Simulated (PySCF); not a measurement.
**Stretching MgGe⁺**

Set-up: PySCF, no relativity, basis sets Mg def2-SVPD, Ge def2-SVPD. Energies in eV from Mg⁺ + Ge in their ground configurations at the same level. All curves are PBE0. state 1: ²Π (doublet), unpaired electrons π ↑; state 2: ²Σ⁺ (doublet), unpaired electrons σ ↑, a second solution, started from another occupation; state 3: ⁴Σ⁻ (quartet), unpaired electrons σ ↑, π ↑↑, a second solution, started from another occupation; state 4: Ms = 0.5 determinant of mixed spin (⟨S²⟩ near 1.8), unpaired electrons σ ↓, π ↑↑, a second solution, started from another occupation.

```
R (Å)  state 1  state 2  state 3  state 4
2.391   -1.497   0.2189  -0.7557  -0.1823
2.502   -1.709  -0.1717  -0.8038  -0.2698
2.613   -1.823  -0.4408  -0.7863  -0.2986
2.697   -1.863  -0.5822  -0.7463  -0.2966
2.780   -1.873  -0.6832  -0.6926  -0.2822
2.863   -1.860  -0.7519  -0.6313  -0.2605
2.975   -1.819  -0.8044  -0.5451  -0.2259
3.114   -1.741  -0.8237  -0.4398  -0.1802
3.280   -1.628  -0.8012  -0.3265  -0.1282
3.503   -1.467  -0.7272  -0.2049  -0.0696
```

**Question.** Put a parabola through the three lowest points of the state 1 curve and estimate Re, k and ωe (reduced mass 18.11 u; 1 eV/Å² = 0.16022 mdyn/Å; ωe = 1302.8·√(k/μ) cm⁻¹).

**Answer.** Through R = 2.697, 2.78, 2.863 Å the second-order coefficient is 1.67 eV/Å², so Re ≈ 2.775 Å, k ≈ 0.535 mdyn/Å and ωe ≈ 224 cm⁻¹. A polynomial fit of higher order to the unrounded PBE0 energies gives Re = 2.772 Å, k = 0.523 mdyn/Å, ωe = 221 cm⁻¹; anharmonicity and rounding make the difference.

The higher-order fit for each curve: state 1: Re = 2.772 Å, ωe = 221 cm⁻¹, De = 1.87 eV; state 2: Re = 3.110 Å, ωe = 166 cm⁻¹, minimum 0.82 eV below the ground-state fragments; state 3: Re = 2.520 Å, ωe = 270 cm⁻¹, minimum 0.80 eV below the ground-state fragments; state 4: Re = 2.643 Å, ωe = 188 cm⁻¹, minimum 0.300 eV below the ground-state fragments.

⟨S²⟩ of the unrestricted solution departs from its pure value on part of the curve, where spin states mix. Spin–orbit coupling is left out. For an ion De counts to the pair picked by the measured ionisation energies or electron affinities, which need not be the lowest pair at this level. The state is the lowest determinant that a PBE0 search found; another state may lie lower at other levels.
